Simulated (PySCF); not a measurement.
**How methods differ on the excitation energy of Ru⁺**

Ru⁺ [Kr] 4d7 (4F) → Ru⁺ [Kr] 4d6 5p1 (high-spin determinant), as a difference of total energies. All numbers are calculated (PySCF 2.14, a scalar-relativistic core potential, in aug-cc-pVDZ-PP with ECP28MDF (5s5p4d2f, 54 functions)). Correlated levels: valence: 4s2 4p6 frozen. The calculations carry no spin-orbit coupling.

```
           method  excitation energy (eV)
              UHF                   4.688
    MP2 (valence)                   5.496
SCS-MP2 (valence)                   5.793
   CCSD (valence)                   5.418
CCSD(T) (valence)                   5.431
```

Problem. How much does correlation contribute at CCSD(T) (valence)?

Solution. 5.431 − (4.688) = 0.743 eV, measured against UHF.

The determinant of the upper state mixes LS terms, which raises its energy above the lowest term, most at the Hartree-Fock and MP2 levels.
